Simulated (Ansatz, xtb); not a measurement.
Two structures of CBLiN

Structure X is `[Li][B]C#N`, a doublet and structure Y is a doublet given by its coordinates. Both are isolated molecules in the gas phase, relaxed with PBE0-D4/def2-TZVP.

X (Å):

```xyz
4

C     0.0000    0.0000   -0.9692
B     0.0000    0.0000    0.5168
Li    0.0000    0.0000    2.5903
N     0.0000    0.0000   -2.1379
```

Y (Å):

| atom | x (Å) | y (Å) | z (Å) |
| --- | --- | --- | --- |
| C | 0.0000 | 0.0000 | -2.0969 |
| B | 0.0000 | 0.0000 | 0.4698 |
| Li | 0.0000 | 0.0000 | 2.5267 |
| N | 0.0000 | 0.0000 | -0.8997 |

Close contacts (Å): C1–N4 1.20, B2–Li3 2.06, B2–N4 1.37.

Problem. Estimate E(Y) − E(X) at the level CCSD(T)/def2-TZVPP.

Solution. Calculated at CCSD(T)/def2-TZVPP: E(Y) − E(X) = +12.2 kJ/mol, so structure X lies lower.

Level by level:

```
             level           geometry  E(Y) − E(X) (kJ/mol)  departure from the last row (kJ/mol)  job, with rough time for the two
          GFN2-xTB           GFN2-xTB                    +1.0                                 −11.3              optimisation, 0.18 s
         HF/STO-3G           GFN2-xTB                   +10.6                                  −1.6               single point, 1.8 s
r2SCAN-D4/def2-SVP           GFN2-xTB                    −0.9                                 −13.1                single point, 13 s
 PBE0-D4/def2-TZVP  PBE0-D4/def2-TZVP                    +4.7                                  −7.5             optimisation, 7.5 min
     HF/def2-TZVPP  PBE0-D4/def2-TZVP                    −6.5                                 −18.7           part of the CCSD(T) run
    MP2/def2-TZVPP  PBE0-D4/def2-TZVP                    +3.3                                  −8.9           part of the CCSD(T) run
CCSD(T)/def2-TZVPP  PBE0-D4/def2-TZVP                   +12.2                                                      single point, 19 s
```

HF/def2-TZVPP puts the two in the other order. GFN2-xTB, r2SCAN-D4/def2-SVP find them nearly level. The largest departure from CCSD(T)/def2-TZVPP is that of HF/def2-TZVPP, 18.7 kJ/mol.

With harmonic frequencies from PBE0-D4/def2-TZVP (ideal gas, rigid rotor, one conformer each, 298.15 K, 1 atm): on the last row, ΔE + ΔZPE = +10.8, ΔH = +11.0, ΔG = +10.9 kJ/mol.

Open shells are spin-unrestricted, with notable spin contamination under HF/STO-3G, HF/def2-TZVPP, MP2/def2-TZVPP, CCSD(T)/def2-TZVPP. The correlated steps freeze 3 core orbitals; the last core shell of Li is correlated, in a basis made for valence electrons. Run with Ansatz 0.2.0, xtb 6.7.1; the last row on 2 threads of Arm Neoverse V1 on a shared host.
